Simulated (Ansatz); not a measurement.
Isolated molecules relaxed with PBE0-D4/def2-TZVP in Ansatz; ΔE leaves out vibrations. CCSD(T)/CBS is the MP2 limit (def2-TZVPP, def2-QZVPP) plus CCSD(T) − MP2 in def2-TZVPP, frozen cores. This one scheme is used for every species. DFT in def2-TZVPP. B3LYP here is the variant with VWN-RPA as its local correlation; programs differ in this. def2 core potentials past Kr. For Zr outer-core shells are correlated without core-valence functions, which leaves a few kJ/mol of doubt a bond. One conformer a species, not always the lowest.

`[CH3][Zr]([Cl])([Cl])[Cl]` + `CC(C)N` → `CC(C)[NH][Zr]([Cl])([Cl])[Cl]` + CH₄  (ligand exchange at a Zr–C bond)

CCSD(T)/CBS gives -131.3 kJ/mol.

**Question.** Another level gave -126.9 kJ/mol. Which?
A. B3LYP/def2-TZVPP
B. r2SCAN/def2-TZVPP
C. BLYP-D4/def2-TZVPP
D. revPBE/def2-TZVPP

**Answer.** B. r2SCAN -126.9, B3LYP -120.1, BLYP-D4 -136.5, revPBE -115.1 kJ/mol.

**Question.** What do rigid-rotor, harmonic-oscillator terms from PBE0-D4/def2-TZVP frequencies (298.15 K, 1 bar) make of the CCSD(T)/CBS value? (Estimate.)

**Answer.** The calculation gave: ΔZPE = -0.9 kJ/mol, ΔH = -129.8 kJ/mol, ΔS = -24 J/(mol·K), ΔG = -122.7 kJ/mol. Modes under 50 cm⁻¹ make the entropy rough.

Largest T1 diagnostic among the species: 0.015.

The D4 term adds −14.2 kJ/mol with B3LYP and −8.6 kJ/mol with PBE0; it sums over pairs of atoms, weighted by their polarisabilities, and B3LYP, whose exchange is more repulsive, gets the larger term. In def2-TZVPP, CCSD(T) changes the Hartree–Fock value by −20.1 kJ/mol (the triples alone add −5.6 kJ/mol) and MP2 by −27.4 kJ/mol. Leaving LDA and LC-ωPBE aside and taking each functional with its dispersion term where it has one, the values, not all of them listed here, spread over 8.9 kJ/mol, from BLYP-D4 to ωB97M-V. LDA lies −9.6 kJ/mol from PBE without D4.
